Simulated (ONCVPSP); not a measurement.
u(r) = r·R(r): atom against pseudo-atom (aluminium)

Columns: radius, all-electron u(r) and pseudo u(r) of the 3s shell (level -8.18 eV) of aluminium in the configuration [Ne] 3s1.5 3p1.5; PBE, scalar-relativistic, ONCV scheme, ONCVPSP 4.0.1.

| r (bohr) | all-electron | pseudo |
| --- | --- | --- |
| 0.110 | 0.1039 | 0.0263 |
| 0.220 | -0.1200 | 0.0545 |
| 0.330 | -0.2666 | 0.0853 |
| 0.440 | -0.2978 | 0.1187 |
| 0.550 | -0.2465 | 0.1545 |
| 0.660 | -0.1492 | 0.1929 |
| 0.770 | -0.0317 | 0.2349 |
| 0.880 | 0.0895 | 0.2809 |
| 0.990 | 0.2044 | 0.3300 |
| 1.100 | 0.3081 | 0.3801 |
| 1.210 | 0.3980 | 0.4291 |
| 1.320 | 0.4735 | 0.4761 |
| 1.430 | 0.5351 | 0.5212 |
| 1.540 | 0.5840 | 0.5644 |
| 1.650 | 0.6216 | 0.6043 |
| 1.760 | 0.6490 | 0.6379 |
| 1.870 | 0.6669 | 0.6619 |
| 1.980 | 0.6765 | 0.6752 |
| 2.090 | 0.6788 | 0.6787 |
| 2.200 | 0.6750 | 0.6750 |
| 2.310 | 0.6660 | 0.6660 |
| 2.420 | 0.6527 | 0.6527 |
| 2.530 | 0.6359 | 0.6359 |
| 2.640 | 0.6164 | 0.6164 |
| 2.750 | 0.5948 | 0.5947 |
| 2.860 | 0.5716 | 0.5716 |

Q: How many radial nodes do the two functions have?

A: The all-electron 3s function has n − l − 1 = 2; the pseudo-wave has 0, since the states of the same l below it are removed with the core.

Q: At about which radius was the pseudo-wave matched?

A: 2.20 bohr. The columns agree to 0.0005 from 2.09 bohr on; several derivatives are matched, so the curves merge somewhat inside the radius.

Q: Is the pseudo-wave norm-conserving?

A: Yes: the ONCV scheme keeps the norm inside the radius equal to the all-electron one, which fixes the energy derivative of the logarithmic derivative at the level.
